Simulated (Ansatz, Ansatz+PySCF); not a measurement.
```yaml
atoms:
  - { symbol: C, position_ang: [0.0000, -0.4199, -4.4622] }
  - { symbol: C, position_ang: [0.0000, 0.4167, -3.1921] }
  - { symbol: C, position_ang: [0.0000, -0.4142, -1.9151] }
  - { symbol: C, position_ang: [0.0000, 0.4155, -0.6382] }
  - { symbol: C, position_ang: [0.0000, -0.4155, 0.6382] }
  - { symbol: C, position_ang: [0.0000, 0.4142, 1.9151] }
  - { symbol: C, position_ang: [0.0000, -0.4167, 3.1921] }
  - { symbol: C, position_ang: [0.0000, 0.4199, 4.4622] }
  - { symbol: H, position_ang: [0.0000, 0.2099, -5.3650] }
  - { symbol: H, position_ang: [0.8874, -1.0717, -4.5122] }
  - { symbol: H, position_ang: [-0.8874, -1.0717, -4.5122] }
  - { symbol: H, position_ang: [-0.8796, 1.0850, -3.1886] }
  - { symbol: H, position_ang: [0.8796, 1.0850, -3.1886] }
  - { symbol: H, position_ang: [0.8802, -1.0835, -1.9159] }
  - { symbol: H, position_ang: [-0.8802, -1.0835, -1.9159] }
  - { symbol: H, position_ang: [-0.8802, 1.0846, -0.6378] }
  - { symbol: H, position_ang: [0.8802, 1.0846, -0.6378] }
  - { symbol: H, position_ang: [0.8802, -1.0846, 0.6378] }
  - { symbol: H, position_ang: [-0.8802, -1.0846, 0.6378] }
  - { symbol: H, position_ang: [-0.8802, 1.0835, 1.9159] }
  - { symbol: H, position_ang: [0.8802, 1.0835, 1.9159] }
  - { symbol: H, position_ang: [0.8796, -1.0850, 3.1886] }
  - { symbol: H, position_ang: [-0.8796, -1.0850, 3.1886] }
  - { symbol: H, position_ang: [0.0000, -0.2099, 5.3650] }
  - { symbol: H, position_ang: [0.8874, 1.0717, 4.5122] }
  - { symbol: H, position_ang: [-0.8874, 1.0717, 4.5122] }
```

Basis set: def2-SVP (spherical functions). Frozen core: 8 orbitals. Charge 0, multiplicity 1.

Computed with Ansatz (development build ahead of 0.2.0); each method stands on the lowest determinant of its kind that the runs found. Restricted open shells among the atoms or ions are ROHF, correlated in semicanonical orbitals with singles. Restricted functionals stand beside restricted open-shell atoms, which can lie above the unrestricted atoms usual in DFT and then raise those values.

Problem. Give the atomization energy at this shape (free ground-state atoms in the same class of orbitals less the molecule, no zero-point energy) of singlet C8H18 by RHF-MP2, ωB97X (restricted), PBE0 (restricted), RHF.

Solution.

```csv
method,atomization energy
RHF-MP2,104.24 eV
ωB97X (restricted),108.84 eV
PBE0 (restricted),109.17 eV
RHF,84.36 eV
```
